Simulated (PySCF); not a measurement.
**Kr²⁺ (krypton, charge +2): BHandHLYP calculation**

Configuration: [Ar] 3d10 4s1 4p5, high-spin 3P determinant (an excited configuration). All numbers are calculated (PySCF 2.14, no relativity, point nucleus, in dyall-av2z).

* Total energy: -2751.822 hartree
* One-electron energy: -3795.664 hartree
* Hartree (Coulomb) energy: 1138.617 hartree
* Exchange-correlation energy: -94.775 hartree
* Kinetic energy: 2750.50969 hartree
* ⟨S²⟩: 2.0027
* ⟨L²⟩: 2.006
* Sum of ⟨r⟩: 21.55 bohr
* Sum of ⟨r²⟩: 27.01 bohr²
* Traceless quadrupole moment −½Σ⟨3z² − r²⟩ along its main axis: 1.42 e·bohr²
* Density at the nucleus (Gaussians lack the cusp): 31900 bohr⁻³
* Spin density at the nucleus: 30.0 bohr⁻³
* Langevin diamagnetic susceptibility: -21.4 ×10⁻⁶ cm³/mol

| shell | electrons | mean orbital energy (eV) | spread (eV) | rms radius, mean of both spins (bohr) |
| --- | --- | --- | --- | --- |
| 1s α | 1 | -14056.5 | 0 | 0.0491 |
| 1s β | 1 | -14056.1 | 0 | 0.0491 |
| 2s α | 1 | -1882.0 | 0 | 0.203 |
| 2s β | 1 | -1881.6 | 0 | 0.203 |
| 2p α | 3 | -1702.3 | 0.305 | 0.179 |
| 2p β | 3 | -1702.0 | 0.013 | 0.179 |
| 3s α | 1 | -302.24 | 0 | 0.578 |
| 3s β | 1 | -301.41 | 0 | 0.578 |
| 3p α | 3 | -237.46 | 0.816 | 0.587 |
| 3p β | 3 | -236.85 | 0.237 | 0.587 |
| 3d α | 5 | -121.24 | 0.770 | 0.610 |
| 3d β | 5 | -120.81 | 0.491 | 0.610 |
| 4s α | 1 | -52.438 | 0 | 1.62 |
| 4p α | 3 | -35.784 | 1.657 | 1.88 |
| 4p β | 2 | -32.553 | 0 | 1.88 |
